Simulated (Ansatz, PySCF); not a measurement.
Input for PySCF:
```python
from pyscf import gto, scf, dft

mol = gto.M(
    atom='''
O     1.00908423    1.50155229    0.03543537
C     0.71160733    0.32632795    0.04060336
O     1.60255857   -0.67830943    0.12156161
C    -0.63484075   -0.16142983   -0.03898753
F    -1.68096637    0.62644498   -0.12569638
F    -0.96947956   -1.43320129   -0.03424534
H     2.50027146   -0.31452482    0.17380460
''',
    basis='def2-svp',
    spin=1,
    verbose=3,
)

mf = dft.UKS(mol)
mf.xc = 'wb97x'
mf.grids.atom_grid = (99, 590)
mf.grids.prune = None
mf.kernel()
```

Problem. Write the same job for Ansatz (an electronic-structure program).

Solution. This is not unique; one that fits is 
Ansatz 0.2 input:
```yaml
crystal:
  periodic: [false, false, false]
  atoms:
    - {symbol: O, position_ang: [1.00908423, 1.50155229, 0.03543537]}
    - {symbol: C, position_ang: [0.71160733, 0.32632795, 0.04060336]}
    - {symbol: O, position_ang: [1.60255857, -0.67830943, 0.12156161]}
    - {symbol: C, position_ang: [-0.63484075, -0.16142983, -0.03898753]}
    - {symbol: F, position_ang: [-1.68096637, 0.62644498, -0.12569638]}
    - {symbol: F, position_ang: [-0.96947956, -1.43320129, -0.03424534]}
    - {symbol: H, position_ang: [2.50027146, -0.31452482, 0.17380460]}
basis:
  gaussian:
    orbitals: def2-SVP
hamiltonian:
  xc: {name: wB97X}
magnetization: {spin_polarized: true, initial_magnetization: 1}
accuracy: high
```

Both were run: PySCF gave -426.469356 Eh and Ansatz -426.469356 Eh, 0.000 mEh apart.
